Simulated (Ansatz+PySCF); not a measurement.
# doublet NiF: levels of theory in one basis

```xyz
2

Ni    0.0000    0.0000    0.0000
F     0.0000    0.0000    1.8086
```

Basis set: def2-SVP (spherical functions). Left uncorrelated: 6 orbitals. Correlation on ROHF uses semicanonical orbitals with singles. Charge 0, multiplicity 2.

Computed with Ansatz (development build ahead of 0.2.0); each method stands on the lowest determinant of its kind that the runs found.

```json
{"method": "ROHF", "E − E(ROHF) (eV)": "0.00", "<S²> of the determinant": "0.75"}
{"method": "UHF", "E − E(ROHF) (eV)": "-1.98", "<S²> of the determinant": "1.73"}
{"method": "UHF-MP2", "E − E(ROHF) (eV)": "-14.86", "<S²> of the determinant": "1.73"}
```

(1) What does ROHF-MP2 give on the same scale?

Results:

(1) -15.07 eV.

The restricted and unrestricted rows may stand on different electronic states: another unrestricted solution lies nearer the restricted one.

Caution: another spin multiplicity may lie lower. Caution for ROHF, ROHF-MP2: an unrestricted determinant lies well below. Caution for ROHF, UHF: the determinant may break the point group. Caution for UHF, UHF-MP2: the unrestricted determinant is a mixture of spin states.
